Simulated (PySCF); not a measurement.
C2H5S (SMILES C[CH-]S), charge -1, singlet, geometry from GFN2-xTB. Base run: CCSD(T)/def2-SVP (PySCF).

PySCF was given this input:
```python
from pyscf import gto, scf, cc

mol = gto.Mole()
mol.atom = '''
    C     1.524343    0.560931    0.314908
    C     0.044534    0.876769    0.100162
    S    -0.855375   -0.671745   -0.236502
    H    -1.442752   -0.785433    0.974973
    H    -0.042398    1.421991   -0.870869
    H     2.053462    1.500953    0.524441
    H     1.646050   -0.089133    1.189398
    H     2.058378    0.073345   -0.524334
'''
mol.basis = 'def2-svp'
mol.charge = -1
mol.spin = 0
mol.verbose = 4
mol.max_memory = 1800
mol.build()

mf = scf.RHF(mol)
mf.kernel()

mycc = cc.CCSD(mf, frozen=7)
mycc.kernel()
et = mycc.ccsd_t()
print('E(CCSD(T)) = %.10f' % (mycc.e_tot + et))
```

The base was run again with changes. Order these runs by total energy, lowest first: method = cisd | method = ccsd | method = mp2.

method = ccsd (ΔE vs base (mEh) 14.088), method = mp2 (ΔE vs base (mEh) 57.778), method = cisd (ΔE vs base (mEh) 73.620)
